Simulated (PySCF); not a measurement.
## LDA on Te²⁺ (tellurium, charge +2)

Configuration: [Kr] 4d10 5s1 5p2 5d1, one real determinant (an excited configuration). Calculation: PySCF 2.14, in x2c-QZVPPall with one added diffuse shell each of s, p, d, f type (14s10p8d5f1g, 128 functions); the spin-free X2C one-electron Hamiltonian (Gaussian nucleus).

```
Total energy                                                  : -6785.66 hartree
One-electron energy                                           : -9275.48 hartree
Hartree (Coulomb) energy                                      : 2660.39 hartree
Exchange-correlation energy                                   : -170.56 hartree
⟨S²⟩                                                          : 6.0008
⟨L²⟩                                                          : 7.808
Sum of ⟨r⟩                                                    : 32.30 bohr
Sum of ⟨r²⟩                                                   : 46.98 bohr²
Traceless quadrupole moment −½Σ⟨3z² − r²⟩ along its main axis : -3.26 e·bohr²
Langevin diamagnetic susceptibility                           : -37.2 ×10⁻⁶ cm³/mol
```

```
shell  electrons  mean orbital energy (eV)  spread (eV)  rms radius, mean of both spins (bohr)
 1s α          1                  -31552.1            0                                 0.0319
 1s β          1                  -31552.0            0                                 0.0319
 2s α          1                   -4860.1            0                                  0.130
 2s β          1                   -4860.0            0                                  0.130
 2p α          3                   -4371.5        0.062                                  0.115
 2p β          3                   -4371.4        0.089                                  0.115
 3s α          1                   -985.97            0                                  0.345
 3s β          1                   -985.83            0                                  0.345
 3p α          3                   -826.69        0.188                                  0.345
 3p β          3                   -826.54        0.231                                  0.345
 3d α          5                   -583.41        0.167                                  0.323
 3d β          5                   -583.26        0.188                                  0.323
 4s α          1                   -187.43            0                                  0.813
 4s β          1                   -187.11            0                                  0.813
 4p α          3                   -137.85        0.390                                  0.876
 4p β          3                   -137.47        0.480                                  0.876
 4d α          5                   -65.280        0.366                                   1.04
 4d β          5                   -64.632        0.476                                   1.04
 5s α          1                   -36.807            0                                   2.05
 5p α          2                   -25.877            0                                   2.39
 5d α          1                   -12.965            0                                   3.52
```

⟨L²⟩ = 7.81 against 12 for a pure F term, so this real determinant mixes terms. The outer electron is Rydberg-like, and this basis confines it to a smaller radius and binds it less than a complete one would.

Densities and radii are taken from the X2C orbitals without a picture-change correction, which distorts them close to the nucleus.
